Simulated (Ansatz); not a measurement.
`[SH][Cd][SH]` + `OB1CC1Cl` → `[OH][Cd][SH]` + `SB1CC1Cl`  (redistribution)

Calculated with Ansatz (gas phase, PBE0-D4/def2-TZVP geometries, no zero-point term in ΔE). CCSD(T)/CBS adds triple-zeta CCSD(T) − MP2 to the extrapolated MP2 energy (def2 sets, frozen cores). DFT in def2-TZVPP. Elements past krypton have def2 core potentials. For Cd outer-core shells are correlated without core-valence functions, which leaves a few kJ/mol of doubt a bond. One conformer a species, not always the lowest.

`[SH][Cd][SH]`:

Cartesian coordinates in Å:
```
S 1.769 0.073 -1.570
Cd -0.192 0.050 -0.302
S -2.176 0.034 0.930
H 2.410 0.882 -0.709
H -1.811 -1.040 1.652
```

`OB1CC1Cl`:

```xyz
9

O    -1.560   -1.312    0.272
B    -0.468   -0.571    0.075
C     0.621   -0.118   -0.882
C     0.438    0.585    0.497
Cl   -0.179    2.237    0.534
H    -2.013   -1.113    1.097
H     1.576   -0.618   -1.013
H     0.315    0.444   -1.762
H     1.270    0.466    1.182
```

`[OH][Cd][SH]`:

Cartesian coordinates in Å:
```
O 1.402 -0.005 -1.523
Cd -0.104 0.086 -0.260
S -1.955 0.113 1.136
H 2.102 0.619 -1.320
H -1.445 -0.814 1.966
```

`SB1CC1Cl`:

Z-matrix (Å, degrees):
```
C
B 1 1.527
C 1 1.531 2 60.0
H 1 1.087 2 117.4 3 107.7
H 1 1.086 2 122.8 3 -102.7
S 2 1.744 1 148.0 3 -170.8
Cl 3 1.761 1 119.2 2 109.3
H 3 1.084 1 116.1 2 -113.3
H 6 1.347 2 98.1 1 170.5
```

| level | ΔE (kcal/mol) |
| --- | --- |
| LDA (SPW92) | 28.3 |
| ωB97M-V | 30.0 |
| revPBE | 26.3 |
| BLYP | 27.0 |
| SCS-MP2/def2-TZVPP | 27.9 |
| MP2/def2-QZVPP | 27.8 |
| MP2/CBS(def2) | 28.0 |
| CCSD/CBS(def2) | 29.5 |

Task: What does CCSD(T)/CBS give? (Best estimate.)

Result: The calculation gave: +28.4 kcal/mol. The listed levels differ from it by -0.1, 1.6, -2.1, -1.4, -0.5, -0.6, -0.4, 1.1 kcal/mol.

Largest T1 diagnostic among the species: 0.015.

From BLYP to BHLYP (50 % exact exchange), in def2-TZVPP and without D4, ΔE moves by +4.9 kcal/mol. Leaving LDA and LC-ωPBE aside and taking each functional with its dispersion term where it has one, the values, not all of them listed here, spread over 6.2 kcal/mol, from revPBE-D4 to BHLYP-D4. LDA lies +1.6 kcal/mol from PBE without D4.
